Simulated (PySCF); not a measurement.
The same groups moved round the core (norbornane mercapto+boryl). Gas-phase values, no solvent. One relaxed conformer stands for each flexible species; it need not be the lowest. Strings in code marks are SMILES.

The HOMO–LUMO gap from two functionals at the same geometries (PBE0-D3(BJ)/def2-SVP), both in PySCF: PBE-D3(BJ)/def2-TZVP and ωB97X-D3(BJ)/def2-TZVP. 

| species | PBE-D3(BJ)/def2-TZVP (eV) |
|---|---|
| `B[C@@]12CC[C@@H](C1)[C@@H](S)C2` | 3.10 |
| `[C@H]12[C@@H]([C@@](CC2)(CC1)B)S` | 3.19 |
| `B[C@]12CC[C@](S)(C1)CC2` | 3.06 |
| `B[C@@H]1[C@H]2CC[C@]1(S)CC2` | 3.00 |
| `[C@@H]12[C@@H](C[C@@H](CC1)[C@H]2B)S` | 2.99 |
| `B[C@@H]1C[C@@H]2C[C@H]1[C@H](S)C2` | 3.33 |

What does ωB97X-D3(BJ)/def2-TZVP give for each?


- `B[C@@]12CC[C@@H](C1)[C@@H](S)C2`: 9.90
- `[C@H]12[C@@H]([C@@](CC2)(CC1)B)S`: 10.02
- `B[C@]12CC[C@](S)(C1)CC2`: 9.84
- `B[C@@H]1[C@H]2CC[C@]1(S)CC2`: 9.85
- `[C@@H]12[C@@H](C[C@@H](CC1)[C@H]2B)S`: 9.85
- `B[C@@H]1C[C@@H]2C[C@H]1[C@H](S)C2`: 10.09
Over these rows, drawn at random from the members with no instability flagged (it was tested for open shells, ions and some series alone), PBE minus ωB97X-D3(BJ): mean -6.82 eV, from -6.86 eV to -6.76 eV.
